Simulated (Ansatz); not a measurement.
FH$_{7}$Si$_{3}$, SMILES `F[SiH]([SiH3])[SiH3]`. Total charge 0; spin multiplicity 1. The structure was optimised at the PBE0-D4/def2-TZVP level.

```xyz
11

F    -1.456   -0.908    1.543
Si   -0.903   -0.027    0.309
Si    0.715    1.478    1.092
Si   -0.028   -1.453   -1.333
H    -2.061    0.728   -0.248
H     0.163    2.374    2.143
H     1.169    2.304   -0.061
H     1.883    0.740    1.641
H     1.133   -2.210   -0.793
H     0.436   -0.612   -2.471
H    -1.052   -2.413   -1.823
```

Problem. What is the dipole moment at ωB97M-V/def2-TZVPP? (Estimate.)

Solution. Ansatz gave: 1.10 D, with components (0.46, 0.57, -0.83) D in this frame, pointing from negative to positive charge.

Problem. And with PBE, r2SCAN, B3LYP? (An estimate is asked.)

Solution. Ansatz gave: PBE 1.05 D, r2SCAN 1.08 D, B3LYP 1.12 D.

Problem. Give the Mulliken charges with ωB97M-V, B3LYP, PBE in def2-TZVPP. (Estimate.)

Solution. Computed: 
```json
{"atom": "F1", "ωB97M-V": "-0.32", "B3LYP": "-0.33", "PBE": "-0.28"}
{"atom": "Si2", "ωB97M-V": "0.41", "B3LYP": "0.49", "PBE": "0.45"}
{"atom": "Si3", "ωB97M-V": "0.01", "B3LYP": "0.12", "PBE": "0.06"}
{"atom": "Si4", "ωB97M-V": "0.01", "B3LYP": "0.12", "PBE": "0.06"}
{"atom": "H5", "ωB97M-V": "-0.04", "B3LYP": "-0.09", "PBE": "-0.08"}
{"atom": "H6", "ωB97M-V": "-0.01", "B3LYP": "-0.05", "PBE": "-0.03"}
{"atom": "H7", "ωB97M-V": "-0.01", "B3LYP": "-0.05", "PBE": "-0.04"}
{"atom": "H8", "ωB97M-V": "-0.01", "B3LYP": "-0.05", "PBE": "-0.03"}
{"atom": "H9", "ωB97M-V": "-0.01", "B3LYP": "-0.05", "PBE": "-0.03"}
{"atom": "H10", "ωB97M-V": "-0.01", "B3LYP": "-0.05", "PBE": "-0.04"}
{"atom": "H11", "ωB97M-V": "-0.01", "B3LYP": "-0.05", "PBE": "-0.03"}
```

B3LYP here is the variant with VWN-RPA as its local correlation; programs differ in this.
